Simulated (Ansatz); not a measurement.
A nudged elastic band was laid between two geometries of CH₃BSSi (7 atoms, charge 0, multiplicity 1).

Method: Ansatz 0.2.0, RKS B3LYP-D4/6-31G*.

| Item | Value |
| --- | --- |
| movable images | 7 |
| climbing image | from the first iteration |
| spring | 5.0 eV/Å² |
| optimiser | fire |
| start path | through a guess of the saddle point |
| force threshold | 0.05 eV/Å |
| iteration limit | 60 |
| end points | relaxed |

Image 0:

```xyz
7
Properties=species:S:1:pos:R:3
Si -0.751 1.594 0.570
C 0.015 0.146 0.192
B 0.620 -1.025 -0.141
S 1.465 -2.535 -0.462
H -1.756 2.255 -0.298
H -0.508 2.369 1.810
H 0.916 -2.804 -1.671
```

Image 8:

```xyz
7
Properties=species:S:1:pos:R:3
Si 0.429 1.173 1.286
C -0.680 0.474 -0.049
B -0.112 -0.772 -0.303
S 0.658 -2.345 -0.443
H -1.539 0.959 -0.501
H -0.318 2.510 1.398
H 1.563 -1.999 -1.389
```

**Question.** Which bonds break or form, and what moves?

**Answer.** Bonds broken: Si1–H5. Bonds formed: C2–H5.

**Question.** Give the energies along the band, and the barrier.

**Answer.** The run ended unconverged. The highest image is number 4 of 0 to 8, 2.04 eV above the first end and 2.19 eV above the last; the last end lies 0.15 eV below the first. The band didn't meet its force threshold, so its energies are provisional: the largest band force was still 0.06 eV/Å, and over the last iterations the top stayed at 2.04 eV. The orbitals stay closed-shell, which can raise the energy where a bond breaks towards radicals; this wasn't checked here.

| image | path coordinate (Å) | energy (eV) | Si1–H5 (Å) | C2–H5 (Å) |
| --- | --- | --- | --- | --- |
| 0 | 0.00 | 0.00 | 1.48 | 2.80 |
| 1 | 0.53 | 0.04 | 1.48 | 2.77 |
| 2 | 1.07 | 0.25 | 1.47 | 2.65 |
| 3 | 1.60 | 1.19 | 1.47 | 2.23 |
| 4 | 2.13 | 2.04 | 1.58 | 1.69 |
| 5 | 2.83 | 0.69 | 2.11 | 1.13 |
| 6 | 3.54 | 0.12 | 2.52 | 1.09 |
| 7 | 4.25 | -0.09 | 2.62 | 1.09 |
| 8 | 4.97 | -0.15 | 2.67 | 1.09 |

Time of the run: 19 min on 1 thread of Arm Neoverse V1, on a shared host, peak memory 0.14 GiB.
